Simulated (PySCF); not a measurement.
PBE against B3LYP for molecules with a metal or metalloid centre: dipole moment.

Values in D, from PySCF. Where two bases are given, the first is that of PBE. B3LYP is a level with its own limits.

| system | basis | PBE | B3LYP | PBE − B3LYP |
|---|---|---|---|---|
| B(Cl)(I)(OH) singlet | def2-TZVP | 1.86 | 1.88 | -0.03 |
| C[Si](C)(C)C[SiH2]Cl singlet | def2-SVP | 1.60 | 1.59 | 0.00 |
| O[Si](O)(O)N[SiH2]Cl singlet | def2-TZVP | 2.63 | 2.65 | -0.02 |
| B(H)(OMe)(SiH3) singlet | def2-TZVP | 1.80 | 1.72 | 0.09 |
| tellurium hexafluoride singlet | def2-TZVP | 0.00 | 0.00 | 0.00 |
| Ge(H)3(iBu) singlet | def2-SVP | 0.99 | 0.98 | 0.01 |
| Ga2(mu-F)2(H)4 singlet | def2-TZVP | 0.00 | 0.00 | 0.00 |
| Te(Me)(SiH3) singlet | def2-TZVP | 1.10 | 1.08 | 0.02 |
| Ge(F)(Cl)(OH)2 singlet | def2-TZVP | 1.91 | 1.92 | -0.01 |
| C[Si](C)(O)/C=C/B(O)O singlet | def2-SVP | 1.21 | 1.24 | -0.03 |
| Si(F)(OH)(SiH3)2 singlet | def2-TZVP | 2.33 | 2.46 | -0.13 |
| [SiH3]c1cc[c]([GeH3])cc1 singlet | def2-SVP | 0.08 | 0.12 | -0.04 |
| Si(OH)3(nBu) singlet | def2-SVP | 0.73 | 0.84 | -0.11 |
| Si(OH)3(SiH3) singlet | def2-TZVP | 2.12 | 2.09 | 0.03 |
| B(All)2(F) singlet | def2-SVP | 0.52 | 0.64 | -0.12 |
| Sn(CF3)2(H)2 singlet | def2-TZVP | 1.95 | 2.29 | -0.34 |
| Ge(OH)3(OSiMe3) singlet | def2-SVP | 1.33 | 1.44 | -0.11 |
| Si(OAc)(OH)3 singlet | def2-TZVP | 1.59 | 1.65 | -0.06 |
| Ge(Me)4 singlet | def2-SVP | 0.00 | 0.00 | 0.00 |
| Si(H)(Et)(Vi)(OEt) singlet | def2-SVP | 0.73 | 0.83 | -0.10 |
| Ge(H)2(Vi)(OEt) singlet | def2-TZVP | 0.48 | 0.57 | -0.09 |
| F[SiH](F)[S][GeH3] singlet | def2-TZVP | 1.41 | 1.46 | -0.04 |
| F[SiH2][SiH2]Cl singlet | def2-TZVP | 1.88 | 2.04 | -0.16 |
| disilicic acid singlet | def2-TZVP | 2.46 | 2.55 | -0.09 |

What do these rows say about the size and sign of the difference from B3LYP?

The mean difference from B3LYP is -0.05 D (median -0.03) and the mean absolute one 0.07 D (median 0.04); PBE lies above in 5 and below in 19 of 24 cases. It is closest for Ge(Me)4 singlet (0.00), tellurium hexafluoride singlet (0.00), Ga2(mu-F)2(H)4 singlet (0.00) and furthest off for Sn(CF3)2(H)2 singlet (-0.34), F[SiH2][SiH2]Cl singlet (-0.16), Si(F)(OH)(SiH3)2 singlet (-0.13).
